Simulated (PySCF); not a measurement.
Geometry:
```csv
atom,x (Å),y (Å),z (Å)
B1,-2.532,0.446,-0.670
O2,-2.653,-0.016,0.605
C3,-1.353,-0.096,1.165
C4,-0.397,0.456,0.081
C5,0.703,-0.488,-0.297
C6,2.014,-0.419,0.435
C7,1.925,0.025,-0.993
O8,-1.251,0.727,-1.031
H9,-3.470,0.592,-1.405
H10,-1.124,-1.146,1.411
H11,-1.316,0.488,2.097
H12,0.051,1.415,0.399
H13,0.349,-1.483,-0.589
H14,2.527,-1.356,0.665
H15,2.128,0.351,1.204
H16,2.375,-0.603,-1.764
H17,1.973,1.097,-1.205
```

Geometry: PBE0-D3(BJ)/def2-SVP; GIAO shifts from PySCF 2.14.0 with density-fitted response routines, gas phase, non-relativistic, averaged over equivalent atoms.

At PBE0/pcSseg-1 (181 basis functions, 30 s wall time on 1 thread of an Arm Neoverse V2, shared host):
| atoms | δ (ppm) |
| --- | --- |
| B1 | 27.9 |
| O8 | 169.5 |
| O2 | 141.3 |
| C4 | 85.1 |
| C3 | 73.2 |
| C5 | 18.8 |
| C7 | 5.4 |
| C6 | 3.4 |
| H11 | 4.26 |
| H9 | 4.13 |
| H10 | 3.91 |
| H12 | 3.19 |
| H16 | 0.68 |
| H13 | 0.59 |
| H14 | 0.47 |
| H17 | 0.46 |
| H15 | 0.00 |

References, each an isolated molecule treated in the same way: ¹¹B (σ = 100.73 ppm) vs BF3·OEt2; ¹⁷O (σ = 334.56 ppm) vs H2O; TMS for ¹³C (σ = 184.41 ppm) and ¹H (σ = 31.27 ppm).

Question: Predict the values at B3LYP/pcSseg-1 on the same geometry.

Answer: 
```json
{"atoms": "B1", "δ at B3LYP/pcSseg-1": "28.0", "change": "+0.1"}
{"atoms": "O8", "δ at B3LYP/pcSseg-1": "173.8", "change": "+4.3"}
{"atoms": "O2", "δ at B3LYP/pcSseg-1": "145.5", "change": "+4.2"}
{"atoms": "C4", "δ at B3LYP/pcSseg-1": "87.2", "change": "+2.1"}
{"atoms": "C3", "δ at B3LYP/pcSseg-1": "74.6", "change": "+1.4"}
{"atoms": "C5", "δ at B3LYP/pcSseg-1": "19.6", "change": "+0.8"}
{"atoms": "C7", "δ at B3LYP/pcSseg-1": "5.4", "change": "+0.0"}
{"atoms": "C6", "δ at B3LYP/pcSseg-1": "3.3", "change": "-0.1"}
{"atoms": "H11", "δ at B3LYP/pcSseg-1": "4.28", "change": "+0.02"}
{"atoms": "H9", "δ at B3LYP/pcSseg-1": "4.05", "change": "-0.08"}
{"atoms": "H10", "δ at B3LYP/pcSseg-1": "3.93", "change": "+0.02"}
{"atoms": "H12", "δ at B3LYP/pcSseg-1": "3.19", "change": "+0.00"}
{"atoms": "H16", "δ at B3LYP/pcSseg-1": "0.66", "change": "-0.02"}
{"atoms": "H13", "δ at B3LYP/pcSseg-1": "0.55", "change": "-0.04"}
{"atoms": "H14", "δ at B3LYP/pcSseg-1": "0.46", "change": "-0.01"}
{"atoms": "H17", "δ at B3LYP/pcSseg-1": "0.45", "change": "-0.01"}
{"atoms": "H15", "δ at B3LYP/pcSseg-1": "-0.01", "change": "-0.01"}
```

Scale: ¹¹B (97.83 ppm) against BF3·OEt2; ¹⁷O (334.04 ppm) vs H2O; ¹³C (179.24 ppm), ¹H (31.38 ppm) against TMS (reference shieldings calculated alike).

The largest change is at O8 (oxygen bonded to C, B, in a 5-membered ring). Cost: 181 basis functions, 23 s wall time on 1 thread of an Arm Neoverse V2, shared host. The order of the carbon signals is the same at both levels.

Experimental scales use liquid or dissolved standards, which lie at an offset from isolated H2O (liquid H2O: subtract about 36 ppm).
